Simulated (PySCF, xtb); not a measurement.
WO2, SMILES [O]=[W]=[O] (connectivity only; charge and spin as stated), neutral, multiplicity 3.

Harmonic wavenumbers (cm⁻¹) from GFN2-xTB in xtb at its own minimum, in rising order: 168, 752, 767.

**Question.** What does B3LYP-D3(BJ)/def2-TZVP in PySCF give at its own minimum? (An estimate is asked for; the answer gives what the named calculation found.)

**Answer.** 313, 951, 1020. Paired by order, the mean absolute difference is 199 cm⁻¹ and the zero-point energies are 2.4 and 3.3 kcal/mol.
